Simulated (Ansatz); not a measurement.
One geometry of Si(eta1-allyl)H3 (C3H8Si), several levels of theory.

```yaml
crystal:
  periodic: [false, false, false]
  atoms:
    - {symbol: C, position_ang: [-0.062699, -0.774548, 0.272663]}
    - {symbol: C, position_ang: [0.511669, 0.472768, 0.866205]}
    - {symbol: C, position_ang: [-0.186615, 1.437413, 1.479466]}
    - {symbol: Si, position_ang: [-0.079624, -0.719117, -1.624637]}
    - {symbol: H, position_ang: [0.527459, -1.661465, 0.567833]}
    - {symbol: H, position_ang: [-1.097116, -0.940444, 0.620804]}
    - {symbol: H, position_ang: [1.596958, 0.603542, 0.749153]}
    - {symbol: H, position_ang: [-1.270851, 1.357889, 1.619474]}
    - {symbol: H, position_ang: [0.303017, 2.336195, 1.864123]}
    - {symbol: H, position_ang: [1.299628, -0.459474, -2.140715]}
    - {symbol: H, position_ang: [-0.982792, 0.371787, -2.098520]}
    - {symbol: H, position_ang: [-0.559032, -2.024545, -2.175828]}
basis:
  gaussian: {orbitals: def2-TZVP, initial_orbitals: start.molden}
hamiltonian: {xc: pbe0, dispersion: d4}
scf: {omitted_lower_state_checks: [starts]}
output: {orbitals: {seedname: orbitals}}
```

The file start.molden holds the orbitals of an earlier run on this structure, at another level or in another basis.

```sh
$ ansatz run in.yaml --threads 2 --pin off --events-out ev --progress --plain --max-ram 4352MiB
```

Shortened log:

```
Functional definition: PBE0
1160 factors; their error is unknown
mean field evaluation 1: about -11110.2947 eV, gradient 9.9e1 eV
mean field evaluation 2: about -11112.3199 eV, gradient 2.1e0 eV
mean field evaluation 4: about -11112.3532 eV, gradient 4.2e-1 eV
mean field evaluation 8: about -11112.3535 eV, gradient 1.5e-5 eV
mean field -11112.35348581 eV, -408.3714583800 hartree, gradient 1.5e-5 eV, S^2 0.000000; 0 other end points of the search recorded, 0 dependent functions left out
reference -11112.35351966 eV, -408.3714596237 hartree; 20, 20 occupied and 158, 158 virtual orbitals, 1160 factors
Total energy: -11112.54283457 eV, -408.3784168183 hartree
Checks for a lower state left out: starts
```

Hardware: 2 threads of Arm Neoverse V1 on a shared host. Wall time 2.9 s.

The first input with `gaussian: {orbitals: def2-SVP, initial_orbitals: start.molden}` (abridged; 1.4 s):

```
Functional definition: PBE0
mean field -11106.16305239 eV, -408.1439641477 hartree, gradient 8.9e-6 eV, S^2 0.000000
Total energy: -11106.35239557 eV, -408.1509223810 hartree
Checks for a lower state left out: starts
```

The first input with `hamiltonian: {xc: {name: BHLYP}, dispersion: d4}` (abridged; 2.9 s):

```
Functional definition: BHLYP
mean field -11117.74759619 eV, -408.5696882801 hartree, gradient 2.6e-5 eV, S^2 0.000000
Total energy: -11118.01031035 eV, -408.5793428472 hartree
Checks for a lower state left out: starts
```

The first input with `hamiltonian: {xc: pbe, dispersion: d4}`, `output: {forces: true, orbitals: {seedname: orbitals}}` (abridged; 2.8 s):

```
Functional definition: PBE
mean field -11110.98017067 eV, -408.3209899793 hartree, gradient 1.7e-5 eV, S^2 0.000000
Total energy: -11111.20477951 eV, -408.3292442018 hartree
Atom 0 force    -0.031199    -0.064838     0.097206 eV/Å
Atom 1 force     0.040489     0.075922     0.007430 eV/Å
Atom 2 force     0.009265    -0.028557    -0.012136 eV/Å
Atom 3 force     0.014279     0.021104     0.019595 eV/Å
Atom 4 force    -0.028943     0.057550    -0.022537 eV/Å
Atom 5 force     0.059442     0.019535    -0.023844 eV/Å
Atom 6 force    -0.100332    -0.020125     0.005193 eV/Å
Atom 7 force     0.100945     0.020772    -0.008509 eV/Å
Atom 8 force    -0.059973    -0.077126    -0.032321 eV/Å
Atom 9 force     0.020114     0.003951    -0.010418 eV/Å
Atom 10 force    -0.016310     0.018642    -0.006369 eV/Å
Atom 11 force    -0.007776    -0.026832    -0.013290 eV/Å
Dipole moment:     0.007714    -0.076467     0.092542 e Å
Checks for a lower state left out: starts
```

As the first input, with `hamiltonian: {xc: {name: r2SCAN0}, dispersion: d4}` (abridged; 4.6 s):

```
Functional definition: r2SCAN0
mean field -11116.57786193 eV, -408.5267013389 hartree, gradient 1.2e-5 eV, S^2 0.000000
Total energy: -11116.64376129 eV, -408.5291230956 hartree
Checks for a lower state left out: starts
```

The first input with `gaussian: {orbitals: def2-SVP, initial_orbitals: start.molden}`, `hamiltonian: {xc: pbe, dispersion: d4}` (abridged; 1.3 s):

```
Functional definition: PBE
mean field -11104.67195225 eV, -408.0891672280 hartree, gradient 2.4e-5 eV, S^2 0.000000
Total energy: -11104.89655093 eV, -408.0974210776 hartree
Checks for a lower state left out: starts
```

As the first input, with `hamiltonian: {xc: {name: CAM-B3LYP}, dispersion: d4}` (abridged; 3 s):

```
Functional definition: CAM-B3LYP
mean field -11118.02845690 eV, -408.5800097208 hartree, gradient 1.7e-5 eV, S^2 0.000000
Total energy: -11118.21929075 eV, -408.5870227354 hartree
Checks for a lower state left out: starts
```

Geometry: r2SCAN-D4/def2-SVP.

Another isomer (singlet) lies 0.34 eV lower at PBE0-D4/def2-TZVP; other spin states weren't run for this one.
